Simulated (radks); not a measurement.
Q: Method: non-relativistic Kohn-Sham, LDA (Slater exchange, VWN5 correlation), spin-polarised, spherical densities, point nucleus; open shells are filled with parallel spins first; computed with a radial shooting solver on a logarithmic mesh with Libxc functionals. Response by self-consistent Sternheimer equations with the Hartree and adiabatic LDA kernel. For heavy and open-shell atoms this level of theory can miss by tens of per cent. Rank Mn6+, K, Sc2+, V4+, Ca+, Fe7+, Co8+, Cr5+, Ti3+ (NIST ground configurations) by static dipole polarisability, largest first.

A: K 259.4, Ca+ 69.02, Sc2+ 4.942, Ti3+ 2.306, V4+ 1.444, Cr5+ 1.007, Mn6+ 0.7426, Fe7+ 0.5682, Co8+ 0.4466 bohr^3.
